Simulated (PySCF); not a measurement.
## Dipole moment and polarisability of `F/C=C\[SiH2]CS[SiH3]`

Compound: C3H9FSSi2.
Structure used (GFN2-xTB), in Å, numbered top down from 1:
```xyz
16
C3H9FSSi2 angstrom
F     -4.0266   -0.9497    0.9456
C     -3.6028   -0.2365   -0.1116
C     -2.3440    0.1363   -0.2356
Si    -1.0341   -0.2849    1.0602
C      0.6373    0.1063    0.2347
S      1.9766   -0.2546    1.4273
Si     3.6689    0.2513    0.2205
H     -4.4188   -0.0380   -0.7951
H     -2.0962    0.7060   -1.1178
H     -1.2027    0.5692    2.2381
H     -1.0853   -1.7034    1.4113
H      0.8116   -0.5032   -0.6501
H      0.7209    1.1544   -0.0460
H      3.6321   -0.5881   -0.9738
H      3.5454    1.6564   -0.1581
H      4.8102   -0.0127    1.0740
```

Level: CAM-B3LYP/def2-SVPD (PySCF), static field, nuclei fixed, core orbitals frozen in the response. The polarisability tensor in these axes (au):

```
x   154.18   6.72   1.00
y     6.72  88.65  -4.65
z     1.00  -4.65  97.36
```

Give the principal values, the mean and the anisotropy Δα = √{½[(α1 − α2)² + (α2 − α3)² + (α1 − α3)²]}.

Principal values 86.00, 99.32 and 154.87 au; mean 113.39 au = 16.80 Å³ = 18.70 × 10⁻⁴⁰ C²·m²/J; Δα = 63.27 au (56 % of the mean).

What is the dipole moment, and where does it point?

(0.09, 1.25, -2.70) D, 2.97 D in size, pointing from the negative to the positive side. Measured along this direction, the outermost atoms are H11 at the negative end and H9 at the positive end.

Estimate the molar refractivity from the static electronic polarisability.

Lorentz–Lorenz: R = (4π/3)N_A α = 2.5225 cm³/(mol·Å³) × 16.80 Å³ = 42.4 cm³/mol, in the limit of long wavelengths.

Orientational against electronic polarisability at 250 K (dilute gas, rigid molecules)?

In Gaussian units μ²/3kT = 85.37 Å³ against 16.80 Å³, a ratio of 5.08; the Debye molar polarisation (4π/3)N_A(α + μ²/3kT) is 257.7 cm³/mol, leaving out the vibrational part.

Sum over states: ᾱ = Σ f/ω², ω in Eh. What share falls to these 8 lowest TDDFT singlets (eV, f)? 5.61, 0.0052; 5.92, 0.0077; 6.50, 0.0009; 6.84, 0.1119; 7.06, 0.0210; 7.10, 0.3443; 7.21, 0.0045; 7.29, 0.0063.

They add up to 7.59 au, 6.7 % of the 113.39 au; the largest single term is 5.05 au, from the state at 7.10 eV. Terms in order: 0.12, 0.16, 0.02, 1.77, 0.31, 5.05, 0.06, 0.09 au. Higher excitations give the rest. The strengths listed sum to 0.502.

Find the Langevin capture rate constant for NH4+ (18.034 u) meeting this molecule (151.995 u), k = 2.342 × 10⁻⁹ cm³/s × √(α in Å³ / reduced mass in u).

The reduced mass is 16.12 u, so k = 2.39 × 10⁻⁹ cm³/s. The formula leaves out the permanent dipole, which adds to the capture rate.

Isolated species at its GFN2-xTB geometry (one conformer only).
